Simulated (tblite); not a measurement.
Compound: C₄H₆F₃SSi (doublet state).
Z-matrix (Å and degrees, GFN2-xTB geometry), rows numbered from 1:
```
F 
C   1  1.3381
F   2  1.3294  1  107.59
F   2  1.3387  1  106.33  3   114.90
S   2  1.8183  1  112.05  3  -122.05
C   5  1.8171  2   98.85  1   -56.16
C   6  1.5347  5  115.37  2   -77.12
C   7  1.5393  6  101.02  5  -129.74
Si  8  1.9222  7   90.69  6    12.57
H   6  1.0882  5  106.45  2    50.11
H   7  1.0896  6  110.34  5   -12.63
H   7  1.0900  6  112.81  5   108.50
H   8  1.0879  7  113.73  6   132.59
H   8  1.0879  7  112.02  6  -105.27
H   9  1.4634  6  114.00  5    13.49
```

Structure optimised with GFN2-xTB, isolated species. This method treats the open shell by occupation alone, without spin polarisation.

Masses are those of the commonest isotopes; rigid-rotor values at the optimised geometry. The values belong to one conformer with, in the numbering `[F:1][C:2]([F:3])([F:4])[S:5][C@@H:6]1[CH2:7][CH2:8][SiH:9]1`, C2–S5–C6–C7 -77°, S5–C6–C7–C8 -130°, C6–C7–C8–Si9 13°, C7–C8–Si9–C6 -10°, S5–C6–Si9–C8 128°.

(1) What are A, B and C (cm⁻¹)?

(2) Classify the top.

(3) What does the inertial defect say?

(4) Give the coordinates in the principal-axis frame, origin at the centre of mass.

(5) Where do the levels up to J = 5 lie, in cm⁻¹?

(6) Estimate the classical rotational partition function at 50 K, 100 K and 200 K.

Answers

(1) Ia = 190.72, Ib = 765.38, Ic = 836.38 u·Å²; 505379 MHz·u·Å²/I gives 2650, 660.3 and 604.2 MHz, that is A = 0.08839, B = 0.02203, C = 0.02016 cm⁻¹.

(2) A near-prolate asymmetric top: κ = (2 × 660.3 − 2650 − 604.2)/(2650 − 604.2) = -0.95.

(3) Not planar: Δ = Ic − Ia − Ib = -119.72 u·Å². For a rigid frame Δ = −2 Σ m c², so Σ m c² = 59.86 u·Å² lies off the ab plane: 6.23 from hydrogen and 53.63 from heavier atoms. The atom farthest from that plane is 1.46 Å away.

(4) The sense of each axis is arbitrary; atoms in the order of the calculation.
| atom | mass (u) | a (Å) | b (Å) | c (Å) |
| --- | --- | --- | --- | --- |
| F1 | 18.998 | 1.887 | 0.132 | -1.355 |
| C2 | 12.000 | 1.757 | 0.045 | -0.026 |
| F3 | 18.998 | 2.880 | -0.480 | 0.454 |
| F4 | 18.998 | 1.675 | 1.302 | 0.427 |
| S5 | 31.972 | 0.318 | -0.956 | 0.456 |
| C6 | 12.000 | -0.972 | -0.040 | -0.438 |
| C7 | 12.000 | -1.413 | 1.278 | 0.213 |
| C8 | 12.000 | -2.943 | 1.107 | 0.216 |
| Si9 | 27.977 | -2.759 | -0.757 | -0.218 |
| H10 | 1.008 | -0.617 | 0.073 | -1.460 |
| H11 | 1.008 | -1.032 | 1.343 | 1.232 |
| H12 | 1.008 | -1.071 | 2.155 | -0.335 |
| H13 | 1.008 | -3.409 | 1.348 | 1.169 |
| H14 | 1.008 | -3.422 | 1.717 | -0.547 |
| H15 | 1.008 | -2.880 | -1.731 | 0.867 |

(5) Above 0(0,0):
J = 1: 1(0,1) 0.0422, 1(1,1) 0.1085, 1(1,0) 0.1104
J = 2: 2(0,2) 0.1265, 2(1,2) 0.1910, 2(1,1) 0.1966, 2(2,1) 0.3957, 2(2,0) 0.3958
J = 3: 3(0,3) 0.2529, 3(1,3) 0.3147, 3(1,2) 0.3260, 3(2,2) 0.5223, 3(2,1) 0.5225, 3(3,1) 0.8588, 3(3,0) 0.8588
J = 4: 4(0,4) 0.4212, 4(1,4) 0.4797, 4(1,3) 0.4983, 4(2,3) 0.6910, 4(2,2) 0.6916, 4(3,2) 1.0276, 4(3,1) 1.0276, 4(4,1) 1.4986, 4(4,0) 1.4986
J = 5: 5(0,5) 0.6313, 5(1,5) 0.6857, 5(1,4) 0.7137, 5(2,4) 0.9018, 5(2,3) 0.9031, 5(3,3) 1.2386, 5(3,2) 1.2386, 5(4,2) 1.7096, 5(4,1) 1.7096, 5(5,1) 2.3152, 5(5,0) 2.3152

(6) Point group C1, symmetry number σ = 1; q = (√π/σ)·√((kT/h)³/(ABC)), k/h = 20836.6 MHz/K: 58000 at 50 K, 164000 at 100 K, 464000 at 200 K.

For this open shell read J as N, the rotation without spin; fine and hyperfine splittings come on top. Its GFN2-xTB frequencies are all real (lowest 28 cm⁻¹). Constants of a rigid frame at the computed geometry: no zero-point averaging, no centrifugal distortion.
